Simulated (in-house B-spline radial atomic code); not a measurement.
# Ionising Zr²⁺ with different functionals

Computed with a B-spline radial code for spherical atoms: scalar-relativistic (spin-free X2C) Hamiltonian, Fermi nucleus of rms radius 4.2694 fm, spin-polarised at highest spin, spherical fractional occupations for the functionals, and exact exchange of hybrids averaged over the configuration. The ionisation energy is the difference of two self-consistent energies, [Kr] 4d2 → [Kr] 4d1, without Breit or QED terms; ε is the level of the shell that loses the electron (its least bound occupied spin orbital). There is no spin-orbit coupling in this Hamiltonian.

```csv
method,rung,ΔSCF (eV),-ε(4d) (eV)
PBE0,global hybrid,23.08,19.28
B3LYP,global hybrid,23.10,18.98
TPSSh,global hybrid,22.94,18.30
BHandHLYP,global hybrid,22.84,20.43
r2SCAN0,global hybrid,22.93,19.20
B97-1,global hybrid,22.86,18.81
HSE06,range-separated hybrid,23.07,18.87
wB97X,range-separated hybrid,22.72,21.47
CAM-B3LYP,range-separated hybrid,23.05,20.64
LC-wPBE,range-separated hybrid,23.03,22.08
```

(1) Among the functionals, which spreads more, the ΔSCF values or the orbital energies?

(2) How do they compare with the NIST value?

Answers

(1) The orbital energies: ΔSCF values span about 0.38 eV and the orbital energies 3.78 eV; here energy differences depend much less on the functional than eigenvalues do.

(2) NIST lists 23.170 eV ± 0.004 (semi-empirical, ground level to ground level). Errors run from -0.45 to -0.07 eV; B3LYP is closest (-0.07 eV), but part of that can be cancellation, since the calculations leave out spin-orbit coupling, Breit-QED terms, multiplet and fine-structure energies.
